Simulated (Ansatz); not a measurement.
**Dissociation curves of CH3Br (bromomethane)**

CH3Br has 5 atoms, charge 0, and is taken as a singlet. As SMILES, `CBr`. Geometry: relaxed at PBE0-D4/def2-TZVP.

```xyz
5

C    -0.1063    0.1236    0.0884
Br    1.0011   -1.1644   -0.8332
H     0.5165    0.9737    0.3513
H    -0.5063   -0.3541    0.9780
H    -0.9050    0.4212   -0.5845
```

The C1–H4 distance is scanned; the parts on either side stay rigid. Basis STO-3G, 10 core orbitals frozen in the correlated methods; program Ansatz 0.2.0. FCI is exact within this basis and core. Energies in eV from each method's value at 1.086 Å; methods without a U are spin-restricted. The shape above is that at 1.086 Å.

| distance (Å) | HF | BLYP | r2SCAN | B3LYP | CAM-B3LYP | wB97M-V | HSE06 | FCI |
| --- | --- | --- | --- | --- | --- | --- | --- | --- |
| 1.086 | 0.00 | 0.00 | 0.00 | 0.00 | 0.00 | 0.00 | 0.00 | 0.00 |
| 1.358 | 1.16 | 0.77 | 0.89 | 0.88 | 0.93 | 0.93 | 0.93 | 0.79 |
| 1.629 | 3.30 | 2.28 | 2.57 | 2.55 | 2.70 | 2.69 | 2.68 | 2.34 |
| 2.172 | 7.40 | 4.92 | 5.49 | 5.53 | 5.97 | 5.96 | 5.82 | 4.59 |
| 2.715 | 10.07 | 6.46 | 7.17 | 7.33 | 8.04 | 8.11 | 7.69 | 5.26 |

Departure from the FCI curve at its largest: HF +4.81 eV at 2.71 Å; BLYP +1.20 eV at 2.71 Å; r2SCAN +1.91 eV at 2.71 Å; B3LYP +2.06 eV at 2.71 Å; CAM-B3LYP +2.78 eV at 2.71 Å; wB97M-V +2.85 eV at 2.71 Å; HSE06 +2.43 eV at 2.71 Å. Functionals converge differently with the basis, so for them the departure isn't an error alone. Restricted Hartree–Fock keeps the electrons paired, so it rises far too high as the bond breaks.
